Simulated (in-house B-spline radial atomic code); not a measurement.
Results of a calculation; reference values are marked as such.
Two electrons in Si: a Gaussian well −V exp(−r²/w²) with V = 425 meV and w = 17.8 nm

For Si the NSM archive of the Ioffe Institute lists m_l = 0.98 m0, m_t = 0.19 m0 and ε = 11.7; the model takes one isotropic valley with the conductivity mass 3/(1/m_l + 2/m_t) = 0.26 m0, and so misses anisotropy and the other valleys. All triplets below are those of one valley; with several valleys two electrons can form a triplet in the 1s orbital itself, at an energy set by the valley splitting.

Effective-mass model with parabolic bands, a uniform dielectric constant, no image charges, no central-cell or spin-orbit terms. Two-electron levels come from full CI in B-splines with partial waves to l = 5 (up to 0.001 effective hartree above the limit).

(1) What are the effective units, and what is the potential in them?

In these units the lowest s and p orbitals lie at -7.433284 and -6.913613, and their Coulomb and exchange integrals are J_ss = 0.576154, J_sp = 0.477123 and K_sp = 0.09474. Full CI gives -14.355368 for the ground singlet, -13.981314 for the sp triplet, -13.839779 for the sp singlet and -13.489642 for the lowest triplet of two s orbitals.

(2) What does it cost to add the second electron, to first order and exactly?

(3) How far above the singlet do the triplets lie?

## Answers

(1) Ha* = 27211.386 meV × 0.26/11.7² = 51.68 meV and a* = 0.0529177 nm × 11.7/0.26 = 2.381 nm. V = 8.23 Ha* and w = 7.48 a*.

(2) To first order E = 2ε_s + J_ss = -14.290414, so the charging energy E(2) − 2E(1) is J_ss = 29.78 meV. CI gives -14.355368 − 2 × (-7.433284) = 0.511200, or 26.42 meV: relaxation and correlation lower it by 3.357 meV, 11.3 % of J_ss. The s² configuration of one-electron orbitals holds 95.3 % of the state, and the mean radius is 4.08 nm. The second electron is bound by ε_s − E = 357.8 meV, against 384.2 meV for the first.

(3) To first order the sp triplet lies at ε_s + ε_p + J_sp − K_sp = -13.964518, which is 16.84 meV above 2ε_s + J_ss. CI gives -13.981314 − (-14.355368) = 0.374054, or 19.33 meV, 72 % of the orbital spacing of 26.86 meV. The ss triplet lies 44.74 meV up, so the lower of the two is the sp one, and its gap equals k_BT at 224 K. The sp singlet-triplet splitting is 7.315 meV, against 2K_sp = 9.793 meV.
